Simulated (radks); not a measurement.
Fractional charge and spin in the 4s shell of rubidium: the spin-up occupation runs from 0 to 1 and the spin-down occupation from 0 to 1; the fullest corner is Rb+, [Ar] 3d10 4p6 4s(up 1, down 1). Calculated with a radial shooting solver on a logarithmic mesh with Libxc functionals: scalar-relativistic Kohn-Sham, LDA (Slater exchange, Perdew-Wang correlation), spin-polarised, spherical densities, finite nucleus; Fermi nuclear charge, rms radius of each element as measured or else 0.836 A^(1/3) + 0.57 fm. Energy (eV) minus the two flat planes that join the four corners (they meet along the diagonal where the two added fractions sum to one electron); zero is where a piecewise linear energy would lie.

\begin{tabular}{lrrrrr}
down \ up & 0 & 0.25 & 0.5 & 0.75 & 1 \\ \hline
0 & 0.000 & -1.313 & -1.743 & -1.302 & 0.000 \\
0.25 & -1.313 & -1.676 & -1.171 & 0.191 & -1.225 \\
0.5 & -1.743 & -1.171 & 0.255 & -1.100 & -1.624 \\
0.75 & -1.302 & 0.191 & -1.100 & -1.563 & -1.211 \\
1 & 0.000 & -1.225 & -1.624 & -1.211 & 0.000 \\
\end{tabular}

Corners above the fullest one (they belong to Rb2+ and the next ion): (up 1, down 0) 44.202 eV, (up 0, down 1) 44.202 eV, (up 0, down 0) 102.90 eV. With half an added electron in each spin the energy lies 0.255 eV from the planes, and with half an added electron in spin up alone -1.743 eV. The planes are only a guide here: the flat-plane condition holds for ground states with one frontier orbital, while this shell lies below other occupied shells, so the corners above the fullest one are inner-hole states and not the ground states of those ions.
